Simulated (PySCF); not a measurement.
**Basis-set dependence of population analyses: `B/C=C/O[SiH3]`**

Compound: C2H7BOSi.
SMILES with atom numbers: `[BH2:1]/[CH:2]=[CH:3]/[O:4][SiH3:5]` (hydrogens: H6, H7 on B1; H8 on C2; H9 on C3; H10, H11, H12 on Si5)

PBE0 throughout (PySCF), one geometry, spherical d and f functions. One conformer (not necessarily the lowest) at the PBE0-D3(BJ)/def2-SVP geometry, without solvent, vibrations or thermal averaging. Atoms taken as equivalent share a column and are averaged. The first 7 of 9 kinds of atom are listed.

Mulliken charges (e):

```csv
basis,functions,B1,C2,C3,O4,Si5,H6/H7,H8
STO-3G,36,+0.102,-0.225,+0.049,-0.311,+0.673,-0.068,+0.070
6-31G,63,+0.097,-0.279,+0.157,-0.717,+0.797,-0.054,+0.168
pcSseg-0,63,+0.173,-0.600,+0.206,-0.806,+0.753,-0.003,+0.241
6-31G*,88,-0.007,-0.265,+0.142,-0.551,+0.575,-0.027,+0.170
cc-pVDZ,109,-0.034,-0.040,+0.163,-0.360,+0.423,-0.040,+0.013
def2-SVP,109,-0.026,-0.078,+0.164,-0.417,+0.546,-0.038,+0.041
pcSseg-1,127,+0.147,-0.371,+0.204,-0.571,+0.670,-0.030,+0.117
aug-cc-pVDZ,182,-1.130,+0.333,+1.083,-0.881,-0.086,+0.527,-0.489
"6-311+G(2d,p)",185,-0.088,-0.092,+0.016,-0.522,+0.627,-0.019,+0.110
def2-TZVP,203,-0.090,-0.219,+0.116,-0.279,+0.283,-0.004,+0.112
cc-pVTZ,252,-0.090,-0.216,+0.139,-0.242,+0.268,-0.008,+0.117
IGLO-III,254,+0.179,-0.326,+0.120,-0.458,+0.923,-0.073,+0.105
```

IAO charges (e):

| basis | functions | B1 | C2 | C3 | O4 | Si5 | H6/H7 | H8 |
| --- | --- | --- | --- | --- | --- | --- | --- | --- |
| STO-3G | 36 | +0.022 | -0.345 | +0.043 | -0.369 | +0.780 | -0.016 | +0.132 |
| 6-31G | 63 | -0.037 | -0.328 | +0.121 | -0.503 | +0.685 | +0.001 | +0.160 |
| pcSseg-0 | 63 | -0.049 | -0.327 | +0.132 | -0.497 | +0.682 | 0.000 | +0.157 |
| 6-31G* | 88 | -0.016 | -0.341 | +0.155 | -0.540 | +0.826 | -0.005 | +0.152 |
| cc-pVDZ | 109 | -0.039 | -0.338 | +0.156 | -0.534 | +0.815 | 0.000 | +0.153 |
| def2-SVP | 109 | -0.030 | -0.334 | +0.156 | -0.533 | +0.834 | -0.004 | +0.151 |
| pcSseg-1 | 127 | -0.034 | -0.337 | +0.152 | -0.543 | +0.838 | -0.001 | +0.155 |
| aug-cc-pVDZ | 182 | -0.038 | -0.342 | +0.154 | -0.544 | +0.819 | +0.001 | +0.156 |
| 6-311+G(2d,p) | 185 | -0.035 | -0.343 | +0.154 | -0.553 | +0.852 | +0.001 | +0.157 |
| def2-TZVP | 203 | -0.035 | -0.345 | +0.157 | -0.555 | +0.864 | +0.001 | +0.157 |
| cc-pVTZ | 252 | -0.036 | -0.345 | +0.157 | -0.551 | +0.849 | +0.001 | +0.157 |
| IGLO-III | 254 | -0.037 | -0.345 | +0.155 | -0.555 | +0.861 | +0.001 | +0.158 |

Some averages cover members that differ in this geometry, most widely: H6/H7, Mulliken in aug-cc-pVDZ +0.430 to +0.623; H6/H7, Mulliken in pcSseg-1 -0.043 to -0.016; H6/H7, Mulliken in IGLO-III -0.086 to -0.060; H6/H7, Mulliken in pcSseg-0 -0.016 to +0.010 e.

Q: Which scheme is steadiest as the basis changes?

A: Largest range over the bases for any column: IAO 0.19 e, Mulliken 1.31 e. IAO charges move least and Mulliken charges most, counted in e. Without the minimal STO-3G basis the ranges are IAO 0.18, Mulliken 1.31 e.

Q: How much do the charges still move between the two largest bases, cc-pVTZ and IGLO-III?

A: At most, over all atoms: Mulliken 0.654 e, IAO 0.012 e.

Q: What do the same runs give for the total energy, the frontier levels and the dipole moment?

A: 
```json
{"basis": "STO-3G", "energy (Eh)": "-463.9902", "HOMO (eV)": "-4.50", "LUMO (eV)": "1.70", "μ (D)": "4.40"}
{"basis": "6-31G", "energy (Eh)": "-469.5150", "HOMO (eV)": "-7.15", "LUMO (eV)": "-1.21", "μ (D)": "3.73"}
{"basis": "pcSseg-0", "energy (Eh)": "-468.8690", "HOMO (eV)": "-7.44", "LUMO (eV)": "-1.53", "μ (D)": "3.78"}
{"basis": "6-31G*", "energy (Eh)": "-469.6079", "HOMO (eV)": "-7.21", "LUMO (eV)": "-1.19", "μ (D)": "3.28"}
{"basis": "cc-pVDZ", "energy (Eh)": "-469.6356", "HOMO (eV)": "-7.33", "LUMO (eV)": "-1.40", "μ (D)": "3.32"}
{"basis": "def2-SVP", "energy (Eh)": "-469.4077", "HOMO (eV)": "-7.42", "LUMO (eV)": "-1.48", "μ (D)": "3.28"}
{"basis": "pcSseg-1", "energy (Eh)": "-469.6019", "HOMO (eV)": "-7.48", "LUMO (eV)": "-1.56", "μ (D)": "3.30"}
{"basis": "aug-cc-pVDZ", "energy (Eh)": "-469.6487", "HOMO (eV)": "-7.45", "LUMO (eV)": "-1.56", "μ (D)": "3.19"}
{"basis": "6-311+G(2d,p)", "energy (Eh)": "-469.6958", "HOMO (eV)": "-7.47", "LUMO (eV)": "-1.57", "μ (D)": "3.16"}
{"basis": "def2-TZVP", "energy (Eh)": "-469.7145", "HOMO (eV)": "-7.48", "LUMO (eV)": "-1.55", "μ (D)": "3.14"}
{"basis": "cc-pVTZ", "energy (Eh)": "-469.7098", "HOMO (eV)": "-7.46", "LUMO (eV)": "-1.52", "μ (D)": "3.16"}
{"basis": "IGLO-III", "energy (Eh)": "-469.7180", "HOMO (eV)": "-7.47", "LUMO (eV)": "-1.57", "μ (D)": "3.13"}
```

The dipole is fixed by the density alone, so its range of 1.27 D shows that the density itself changes with the basis, not only its division among atoms.
